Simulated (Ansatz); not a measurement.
Compare A (`[SiH3][GeH]1[CH2][NH]1`) with its isomer B (`N=[C]([SiH3])[GeH3]`).

Gas-phase electronic energies from Ansatz, PBE0-D4/def2-TZVP geometries. CCSD(T)/CBS is the MP2 limit (def2-TZVPP, def2-QZVPP) plus CCSD(T) − MP2 in def2-TZVPP, frozen cores. Functionals use def2-TZVPP. B3LYP here is the variant with VWN-RPA as its local correlation; programs differ in this. For Ge outer-core shells are correlated without core-valence functions, which leaves a few kJ/mol of doubt a bond. Scalar relativity is left out up to krypton. One conformer a species, not always the lowest.

(1) Which isomer does CCSD(T)/CBS put lower? Give the gap. (Best estimate.)

(2) Give E(B) − E(A) in kJ/mol with B3LYP-D4, CCSD(T)/def2-TZVPP, PBE-D4, ωB97M-V, MP2/def2-TZVPP, B2PLYP, CCSD/def2-TZVPP. (An estimate is asked.)

Largest T1 diagnostic: 0.013.

Results:

(1) Ansatz gave: A, by 0.4 kJ/mol. So small a gap doesn't settle the order.

(2) Computed: B3LYP-D4 -15.1, CCSD(T)/def2-TZVPP -7.9, PBE-D4 8.9, ωB97M-V -8.4, MP2/def2-TZVPP 6.1, B2PLYP -8.8, CCSD/def2-TZVPP -11.5. The order is the other way round with B3LYP-D4, CCSD(T)/def2-TZVPP, ωB97M-V, B2PLYP, CCSD/def2-TZVPP.

In def2-TZVPP, CCSD(T) changes the Hartree–Fock value by +37.5 kJ/mol (the triples alone add +3.7 kJ/mol) and MP2 by +51.5 kJ/mol.
